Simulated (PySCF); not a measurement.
Question: What does the PBE0-D3(BJ)/def2-SVP structure of InChI=1S/C5H7F3O3/c1-3(11-5(7)8)4(9)10-2-6/h3,5H,2H2,1H3/t3-/m1/s1 look like in three dimensions?

Answer: 
Z-matrix in Å and degrees, rows numbered from 1:
```
C 
C   1  1.5170
O   2  1.4144  1  108.41
C   3  1.3467  2  116.28  1  -144.90
F   4  1.3532  3  111.14  2    66.92
F   4  1.3484  3  111.80  2   -51.04
C   2  1.5185  1  110.65  3   119.94
O   7  1.1924  2  126.40  1  -107.08
O   7  1.3563  2  109.04  1    71.34
C   9  1.3962  7  117.21  2  -172.05
F  10  1.3534  9  109.42  7    88.72
H   1  1.0982  2  109.56  3    62.99
H   1  1.0980  2  110.28  3  -176.57
H   1  1.0994  2  109.84  3   -56.33
H   2  1.1024  1  109.75  3  -121.13
H   4  1.1001  3  108.62  2  -172.54
H  10  1.1001  9  110.23  7   -31.18
H  10  1.0993  9  106.28  7  -153.34
```

O3 (ether oxygen) is bent (angle 116.3°). O9 (ester single-bonded oxygen) is bent (angle 117.2°). Of the pairs four or more bonds apart, O8···H17 is among the closest relative to their van der Waals radii: 2.33 Å, 86 % of the sum of Bondi's values. The C–O distances run from 1.192 Å (C7=O8, drawn double) to 1.414 Å (C2–O3, drawn single), a spread of 0.222 Å.

Level of theory: PBE0-D3(BJ)/def2-SVP geometry optimisation, gas phase (PySCF).

Point group: C1 (no symmetry element, even within 0.4 Å). No PBE0-D3(BJ)/def2-SVP frequencies stand behind this structure, so it isn't proved a minimum. The numbers are those of one conformer (C1–C2–O3–C4 -145°, C2–O3–C4–F5 67°, C1–C2–C7–O8 -107°, C2–C7–O9–C10 -172°, C7–O9–C10–F11 89°).
